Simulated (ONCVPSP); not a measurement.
## What one change does to a pseudopotential (Au (Z = 79), ONCV)

Au, optimised norm-conserving Vanderbilt (ONCV), made with ONCVPSP 4.0.1 (PBEsol, scalar-relativistic). Core [Xe] 4f14, reference 5d10 6s1. Waves: 6s: rc 2.55 bohr, ncon 4, nbas 9, qcut 2.6 1/bohr, 1 projector; p scattering state at 0.18 Ha: rc 2.40 bohr, ncon 4, nbas 7, qcut 3.8 1/bohr, 3 projectors, debl 1.9 Ha; 5d: rc 1.65 bohr, ncon 3, nbas 7, qcut 7.5 1/bohr, 1 projector. Local part: polynomial inside 1.20 bohr (lpopt 5, dvloc0 0 Ha). Core correction: polynomial model core, fcfact 0.35.

In the p channel the program set the typed energies aside and used 0.050, 1.950, 3.850 Ha.

All-electron outer shells of the reference configuration (PBEsol, scalar-relativistic, ld1.x):

| shell | level (eV) | outermost node (bohr) | outermost maximum (bohr) |
| --- | --- | --- | --- |
| 5p | -59.80 | 0.52 | 0.96 |
| 5d | -6.90 | 0.56 | 1.21 |
| 6s | -5.80 | 1.11 | 2.32 |

Change: all radii but the core radius scaled by about 1.34 (s 3.42, p 3.22, d 2.20 bohr); local potential polynomial inside 1.60 bohr (lpopt 5, dvloc0 0 Ha).

Cutoffs: the cutoffs (Ha) at which the residual kinetic energy of the hardest occupied pseudo-wave falls to 1 and 0.1 mHa per electron; they do not see the model core or the augmentation charge, which bear on the density cutoff. Errors are all-electron minus pseudo energies relative to the spin-unpolarised reference configuration.

Q: How do hardness, ghosts and transferability respond?

A: The potential gets softer (20 Ha and 32 Ha → 18 Ha and 21 Ha); the bound ghosts move from p, s to s; the number of tests with a reliable result goes from 3 to 4; of the 3 tests that both files solve, the error grows in 3 and shrinks in 0 by more than 15 % and 0.3 meV (median size 12.7 → 23.7 meV). A larger radius leaves more room for a smooth pseudo-wave, so fewer plane waves are needed. More of the atom is replaced by a form fitted at one configuration, so other configurations suffer.

```tsv
quantity	base	changed
cutoff, loose	20 Ha	18 Ha
cutoff, tight	32 Ha	21 Ha
loose cutoff by channel	s 5.3 Ha, d 20 Ha	s 2.4 Ha, d 18 Ha
bound ghosts	s, p	s
GHOST(+) flags under 300 eV	none	p at 96.9 eV
tests with a reliable result	3 of 4	4 of 4
error for 5d10 6s0, meV [ΔE 9.44 eV]	-13	-24
error for 5d9 6s0, meV [ΔE 30.68 eV]	-51	-180
error for 5d9 6s1, meV [ΔE 12.16 eV]	-0.1	+19
rms error of d²Exc/dni dnj with the model core, mHa	0.54	1.13
```

 A true bound ghost makes a file unfit for plane-wave use even where its test errors are small: the radial tests pick states by their node count and pass the ghost by.
